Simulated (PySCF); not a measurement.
# One molecule, several mistakes: ClGeH4OSi

Calculated results; nothing here was measured. They come from PySCF 2.14.0, an open-source quantum chemistry program, on an isolated molecule that a program drew, which may never have been made. The molecule is ClGeH4OSi (charge 0, doublet), drawn as the SMILES string `[OH][Ge]([SiH3])[Cl]`.

Each row is a Hartree-Fock (HF) and frozen-core CCSD(T) single point in the cc-pV(D+d)Z basis, meant for a local HF minimum. Run 1 is clean. Each other run has one planted mistake out of seven kinds, and not every kind appears here: one electron removed, one electron added, multiplicity raised by two, geometry at a saddle point, minimal basis STO-3G, one bond length entered in bohr, all coordinates scaled. The reference is restricted for singlets and unrestricted otherwise, and also for a bond in bohr. Adding or removing an electron swaps singlet and doublet. Electrons count all cores. HOMO and LUMO are orbital energies over both spins, the gradient is its largest component, and the lowest frequency (negative if imaginary) is given only where the gradient is small. Bond lengths are over the 7 bonds as drawn. T1 is the CCSD diagnostic: over 0.02 (restricted) or 0.045 (unrestricted) a single reference is doubtful. Germanium has the cc-pVDZ-PP basis, with a core potential (ECP10MDF) in place of its 10 inner electrons, and its 3s, 3p and 3d shells are frozen in CCSD(T).

Geometry of the clean run:
```xyz
8
ClGeH4OSi, angstrom
O     0.0986    3.5850    0.3485
Ge   -0.1400    2.5110   -1.0465
Si   -0.4569    0.2572   -0.1720
Cl   -2.0180    3.1839   -1.9910
H    -0.2012    4.4784    0.2446
H    -1.6111    0.2333    0.7498
H     0.7857   -0.1271    0.5296
H    -0.6884   -0.6324   -1.3283
```

```
run,electrons,basis functions,<S^2>,HOMO (eV),LUMO (eV),gradient (hartree/bohr),lowest frequency (cm^-1),mean bond (Å),longest bond (Å),T1,HF (hartree),CCSD(T) (hartree),mistake
1,75,103,0.763,-8.89,0.44,2.6e-05,91,1.6861,2.438,0.0166,-1119.06017,-1119.62385,no fault
2,75,103,0.762,-8.79,0.61,1.8e-02,-,1.6591,2.399,0.0160,-1119.05819,-1119.61971,all coordinates scaled
3,74,103,0.000,-17.30,-7.02,5.6e-02,-,1.6861,2.438,0.0218,-1118.76660,-1119.33975,one electron removed
4,76,103,0.000,-1.42,8.23,6.8e-02,-,1.6861,2.438,0.0139,-1119.07680,-1119.66268,one electron added
5,75,103,3.768,-4.70,-2.95,5.5e-02,-,1.6861,2.438,0.0336,-1118.82429,-1119.38666,multiplicity raised by two
6,75,103,1.423,-9.06,0.23,1.0e-02,-,1.8738,2.792,0.0358,-1118.95856,-1119.51284,?
```

**Which mistake was planted in run 6, and what did it cost?**

The mean bond changes by a factor of 1.111 and the longest by 1.145, so the molecule wasn't scaled as a whole. A length L in bohr read as angstrom grows by (1/0.5292 - 1) L = 0.890 L. The 7 bonds together grew by 7 x 0.1877 = 1.314 Å, which gives L = 1.477 Å. That is the length of one of the H-Si bonds, 1.477 Å in the clean geometry. So the mistake is: one bond length entered in bohr. Subtracting run 1 and multiplying by 627.51 kcal/mol a hartree, the energy moved by 63.8 kcal/mol in HF and 69.7 kcal/mol in CCSD(T).

Cautions from the logs. Run 3: T1 is over the limit, so its CCSD(T) energy is less reliable.
